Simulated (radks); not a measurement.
Excited configurations of Yb47+: one electron is placed in a higher orbital outside [Ar] 3d4. The ground configuration is [Ar] 3d5. All-electron calculation, scalar-relativistic Kohn-Sham, r2SCAN, spin-unpolarised, spherical densities, finite nucleus; meta-GGA in the generalised Kohn-Sham scheme; Fermi nuclear charge, rms radius 5.3108 fm. Program: a radial shooting solver on a logarithmic mesh with Libxc functionals. Excitation = E - E(ground); binding = E(ion) - E, where the ion is the core of charge +48; n* = 48/sqrt(2 binding) in atomic units. These energies are relativistic, and a one-electron ion of charge +48 with no core already has n* below n in this formula (scalar-relativistic equation, point nucleus: 4s 3.948, 4p 3.971, 4d 3.987, 4f 3.994, 5d 4.985, 5f 4.992, 6s 5.944, 6p 5.967, 7s 6.943, 7p 6.966). The quantum defect is therefore taken as that value minus n*, so that it holds no relativistic shift of the bare ion.

| outer orbital | excitation (eV) | binding (eV) | quantum defect | eigenvalue (eV) | <r> (bohr) |
|---|---|---|---|---|---|
| 4s | 1615.4 | 2465.6 | 0.383 | -2442.6 | 0.3991 |
| 4p | 1762.1 | 2318.9 | 0.294 | -2295.4 | 0.4042 |
| 4d | 1921.2 | 2159.8 | 0.177 | -2134.3 | 0.3918 |
| 4f | 2052.8 | 2028.2 | 0.063 | -1997.7 | 0.3518 |
| 5d | 2727.5 | 1353.5 | 0.172 | -1338.8 | 0.6613 |
| 5f | 2787.4 | 1293.6 | 0.069 | -1277.8 | 0.6292 |
| 6s | 3069.4 | 1011.6 | 0.378 | -1002.6 | 0.9694 |
| 6p | 3110.2 | 970.77 | 0.284 | -961.87 | 0.9890 |
| 7s | 3354.0 | 726.96 | 0.377 | -720.67 | 1.348 |
| 7p | 3379.2 | 701.76 | 0.282 | -695.58 | 1.375 |

The Delta-SCF ionisation energy is 4081.0 eV (NIST Atomic Spectra Database: 4051 eV, theoretical). Self-interaction in the functional shifts the binding energies and quantum defects, so they are the method's values and not measured ones. Spin polarisation and multiplet splitting are left out, so open shells lie too high by an amount that depends on their filling. Spin-orbit splitting is averaged out at the scalar-relativistic level.

Beside tabulated values, note that spin-unpolarised runs miss the spin-polarisation part of the exchange energy of open shells.
